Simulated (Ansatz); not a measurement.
Cost and result for the atomization energy of C3H10OSi (`CCOC[SiH3]`) (15 atoms, 14 bonds).

```xyz
15

C    -0.827    1.969    0.623
C     0.136    0.961    1.213
O    -0.030   -0.345    0.704
C     0.434   -0.516   -0.614
Si    0.279   -2.341   -1.067
H    -0.702    2.937    1.116
H    -0.659    2.120   -0.445
H    -1.859    1.641    0.768
H    -0.024    0.875    2.291
H     1.176    1.287    1.057
H    -0.137    0.087   -1.335
H     1.486   -0.201   -0.704
H     1.100   -3.177   -0.154
H    -1.139   -2.776   -0.990
H     0.767   -2.520   -2.463
```

Total charge 0; spin multiplicity 1. Geometry: relaxed with PBE0-D4/def2-TZVP. It is one conformer, not always the lowest. Program: Ansatz. All runs use 4 threads of an Arm Neoverse V2 on a shared host. Times are those of one run each, without the atoms' runs, and a repeat can differ threefold. Electronic energies, without spin–orbit coupling; frozen cores. CCSD(T)/CBS adds CCSD(T) − MP2 in def2-TZVPP to the MP2 limit, and its time is that of the two runs behind it. T1 = 0.011. B3LYP takes the VWN-RPA correlation (the form of Gaussian; ORCA's B3LYP/G). HSE06 is the plane-wave form, built on full-range PBE exchange.

CCSD(T)/CBS is a level of theory with its own doubt, some kJ/mol a heavy atom from the limit and from the frozen cores, so smaller differences don't rank the functionals.

```tsv
level	functions	wall time	atomization (kJ/mol)	difference from CCSD(T)/CBS	per bond
LDA (SPW92)/def2-TZVPP	306	1.4 s	6169.8	723.1	51.6
revPBE-D4/def2-TZVPP	306	2.2 s	5396.6	-50.1	-3.6
HSE06-D4/def2-TZVPP	306	3.4 s	5445.6	-1.1	-0.1
CAM-B3LYP-D4/def2-TZVPP	306	3.7 s	5474.9	28.2	2.0
r2SCAN-D4/def2-TZVPP (with forces)	306	5 s	5447.8	1.1	0.1
B3LYP-D4/def2-TZVPP (with forces)	306	5.5 s	5447.5	0.8	0.1
r2SCANh-D4/def2-TZVPP	306	5.5 s	5423.8	-22.9	-1.6
PBE-QIDH/def2-TZVPP	306	6.5 s	5406.9	-39.8	-2.8
CCSD(T)/def2-SVP	124	8 s	5191.3	-255.4	-18.2
B97M-V/def2-TZVPP	306	11 s	5448.4	1.7	0.1
MP2/def2-QZVPP	598	33 s	5430.0	-16.7	-1.2
CCSD(T)/def2-TZVPP	306	13 min	5322.4	-124.3	-8.9
CCSD(T)/CBS(def2)	–	14 min	5446.7	0.0	0.0
```

At CCSD(T), def2-SVP lies −255.4 kJ/mol from the extrapolated value and def2-TZVPP −124.3 kJ/mol: correlation converges slowly with the basis, and small sets miss more of it in the bonded molecule than in its fragments. Leaving LDA and LC-ωPBE aside and taking each functional with its dispersion term where it has one, the values, not all of them listed here, spread over 184.9 kJ/mol, from BHLYP-D4 to PBE-D4. LDA lies +687.8 kJ/mol from PBE without D4, its usual overbinding. In def2-TZVPP, CCSD(T) changes the Hartree–Fock value by +1270.3 kJ/mol (the triples alone add +62.6 kJ/mol) and MP2 by +1304.5 kJ/mol; breaking electron pairs costs correlation energy, which Hartree–Fock lacks.
